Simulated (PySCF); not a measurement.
# UHF on Cl⁻ (chlorine, charge -1)

Configuration: [Ar], closed-shell 1S. Calculation: PySCF 2.14, in aug-cc-pwCVQZ (10s9p7d5f3g, 134 functions); no relativity, point nucleus.

```
Total energy                                     : -459.576354 hartree
One-electron energy                              : -641.1382 hartree
Hartree (Coulomb) energy                         : 209.3109 hartree
Exchange energy                                  : -27.7491 hartree
Kinetic energy                                   : 459.57504 hartree
⟨S²⟩                                             : 0.0000
⟨L²⟩                                             : 0.000
Sum of ⟨r⟩                                       : 18.88 bohr
Sum of ⟨r²⟩                                      : 38.42 bohr²
Density at the nucleus (Gaussians lack the cusp) : 3180 bohr⁻³
Langevin diamagnetic susceptibility              : -30.4 ×10⁻⁶ cm³/mol
```

| shell | electrons | mean orbital energy (hartree) | rms radius, mean of both spins (bohr) |
| --- | --- | --- | --- |
| 1s | 2 | -104.50577 | 0.106 |
| 2s | 2 | -10.22951 | 0.481 |
| 2p | 6 | -7.69589 | 0.452 |
| 3s | 2 | -0.73341 | 1.74 |
| 3p | 6 | -0.15031 | 2.26 |

Spin-orbit constants ζ (cm⁻¹) from the X2C one-electron operator on these orbitals (non-relativistic here): bare nucleus, nucleus screened by l(l+1)(2l+1)/3 electrons, and screened by the Breit-Pauli mean field of the electrons.

```
shell   bare  screened nucleus  mean field
   2p   9841              8683        8152
   3p  561.5             495.5       457.7
```
